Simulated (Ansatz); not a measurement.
Born–Oppenheimer molecular dynamics of C₄H₁₂OSi (18 atoms, charge 0, multiplicity 1). It starts from a relaxed structure.

Level of theory: RKS r2SCAN-D4/STO-3G in Ansatz.

```
ensemble                      : NVE (velocity Verlet)
time step                     : 2.5 fs
steps asked                   : 120
starting velocities drawn for : 300 K
seed                          : 978229
```

First frame:

```xyz
18
Properties=species:S:1:pos:R:3
C 1.684 0.673 0.860
C 0.989 0.119 -0.429
C 1.862 -0.989 -1.086
O -0.313 -0.522 -0.156
C -1.296 0.532 0.155
Si -2.986 -0.294 0.372
H 1.767 -0.123 1.612
H 1.117 1.510 1.289
H 2.693 1.030 0.610
H 0.862 0.962 -1.151
H 2.847 -0.584 -1.360
H 2.004 -1.821 -0.383
H 1.370 -1.371 -1.991
H -1.027 1.088 1.079
H -1.336 1.289 -0.660
H -2.951 -1.212 1.487
H -3.972 0.731 0.633
H -3.351 -1.008 -0.830
```

Question: How far do the bonds stretch over the last three quarters of this one trajectory? (Pairs bonded in most of those frames.)

Answer: 
```
   bond  mean (Å)  spread (Å)  shortest  longest
  C1–C2     1.567       0.030      1.51     1.64
  C1–H7     1.101       0.028      1.05     1.15
  C1–H8     1.100       0.023      1.05     1.14
  C1–H9     1.104       0.033      1.04     1.15
  C2–C3     1.560       0.022      1.52     1.61
  C2–O4     1.480       0.017      1.44     1.51
 C2–H10     1.117       0.010      1.10     1.13
 C3–H11     1.102       0.026      1.05     1.14
 C3–H12     1.101       0.018      1.06     1.13
 C3–H13     1.104       0.042      1.02     1.16
  O4–C5     1.475       0.018      1.44     1.51
 C5–Si6     1.894       0.024      1.85     1.95
 C5–H14     1.121       0.056      1.02     1.20
 C5–H15     1.120       0.049      1.03     1.19
Si6–H16     1.446       0.018      1.41     1.48
Si6–H17     1.447       0.018      1.41     1.49
Si6–H18     1.452       0.055      1.36     1.53
```

Mean temperature of the second half: 158 K. The conserved energy wandered by up to 19.4 meV per atom (net 11.9 meV per atom), which is poor conservation. The temperature averaged 0.53 of the 300 K drawn at the start: a run that starts near a minimum puts about half its kinetic energy into the potential. A step of 2.5 fs is long for free X–H stretches (periods near 10 fs) and can bias their spread and the temperature. A run of 0.3 ps of so small a system gives no equilibrium averages. Limits of this set-up: minimal basis.

The run took 9.7 min on 1 thread of Arm Neoverse V1, with other jobs on the host, peak memory 0.11 GiB.
